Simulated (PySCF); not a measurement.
Work out the structure from these simulated measurements.

Elements present: C, H, N and O. Monoisotopic mass: 121.0528 u.

- 13C NMR: chemical shifts (computed TMS as zero) by class: 201.6 (1 C), 153.4 (1 C), 152.2 (1 C), 139.1 (1 C), 130.4 (1 C), 124.0 (1 C), 28.8 (1 C) ppm [GIAO PBE/pcSseg-1]
- UV, first state: lowest singlet excitation: 3.77 eV (329 nm, f = 0.000) [TDDFT CAM-B3LYP/def2-SVPD]
- Valence photoelectron: vertical ionisation energy: 9.41 eV [ΔSCF CAM-B3LYP/def2-SVPD]
- Rotational structure: rotational constants A, B, C: 3.754, 1.275, 0.957 GHz [PBE0-D3(BJ)/def2-SVP]
- 1H NMR: chemical shifts (computed TMS as zero) by class: 8.70 (1 H), 8.13 (1 H), 7.76 (1 H), 7.20 (1 H), 2.76 (3 H) ppm [GIAO PBE/pcSseg-1]
- Couplings: largest of the computed one-bond spin–spin couplings (means over like bonds): 13C–1H +187.8, 13C–1H +177.8, 13C–1H +170.9, 13C–1H +170.1, 13C–1H +135.9 (×3) Hz [B3LYP/pcJ-1, spin–dipole term left out]

Electronic properties: PySCF, gas phase, density fitting. Levels stand in brackets. Geometry: PBE0-D3(BJ)/def2-SVP, one conformer, isolated molecule. Each NMR value is the plain mean over a class of atoms that symmetry, rotation or inversion makes alike.

Problem. Which formula fits the mass and the elements?

Solution. C7H7NO (calculated 121.0528). No other formula that holds each of these elements comes within 0.0003 u with a fitting electron parity and a possible valence count.

Problem. Propose a structure and show how it fits.

Solution. Numbering: `[CH3:1][C:2](=[O:3])[c:4]1[cH:5][cH:6][cH:7][cH:8][n:9]1`. Its formula, C7H7NO, gives 5 degrees of unsaturation: 1 ring and 4 π bonds in the structure found (Kekulé form). 7 carbons fall into 7 classes; from least to most shielded: ketone carbonyl carbon [C2] (201.6 ppm), substituted aromatic carbon [C4] (153.4 ppm), aromatic CH next to a ring nitrogen [C8] (152.2 ppm), aromatic CH carbon [C6] (139.1 ppm), aromatic CH carbon [C7] (130.4 ppm), aromatic CH carbon [C5] (124.0 ppm), methyl carbon next to a carbonyl [C1] (28.8 ppm). Hydrogen classes from least to most shielded: 1 H on an aromatic CH next to a ring nitrogen, C8 (8.70 ppm), 1 H on an aromatic CH carbon, C5 (8.13 ppm), 1 H on an aromatic CH carbon, C6 (7.76 ppm), 1 H on an aromatic CH carbon, C7 (7.20 ppm), 3 H on a methyl carbon next to a carbonyl, C1 (2.76 ppm, a mean of values up to 1.3 ppm apart in this geometry). The couplings run between: +187.8 Hz, aromatic CH next to a ring nitrogen [C8] and its hydrogen; +177.8 Hz, aromatic CH carbon [C5] and its hydrogen; +170.9 Hz, aromatic CH carbon [C7] and its hydrogen; +170.1 Hz, aromatic CH carbon [C6] and its hydrogen; +135.9 Hz, methyl carbon next to a carbonyl [C1] and its hydrogen (with 2 like pairs). S1 is mainly HOMO→LUMO (weight 0.87); the largest Löwdin shares of the orbital it empties are 0.42 on the ketone oxygen, 0.18 on the pyridine-type nitrogen, 0.09 on the ketone carbonyl carbon and 0.09 on the methyl carbon next to a carbonyl, of the orbital it fills 0.17 on the ketone oxygen, 0.17 on the ketone carbonyl carbon, 0.14 on the substituted aromatic carbon and 0.13 on an aromatic CH carbon. The optimised geometry has point group Cs and is an asymmetric top. Structure: `CC(=O)c1ccccn1`. Computed isomers that give other values at the same levels: `Nc1ccc(C=O)cc1` (lowest singlet excitation: 4.04 eV (307 nm, f = 0.000)); `CC(=O)c1ccncc1` (13C chemical shifts (computed TMS as zero) by class: 197.7 (1 C), 155.1 (2 C), 140.3 (1 C), 122.8 (2 C), 27.6 (1 C) ppm); `C=Nc1ccc(O)cc1` (rotational constant A: 5.070 GHz; this holds for the one conformer computed). The assignments are read from this structure; whether some other isomer fits the data as well wasn't checked.

Conformer computed: `[CH3:1][C:2](=[O:3])[c:4]1[cH:5][cH:6][cH:7][cH:8][n:9]1`: C1–C2–C4–C5 -179°.
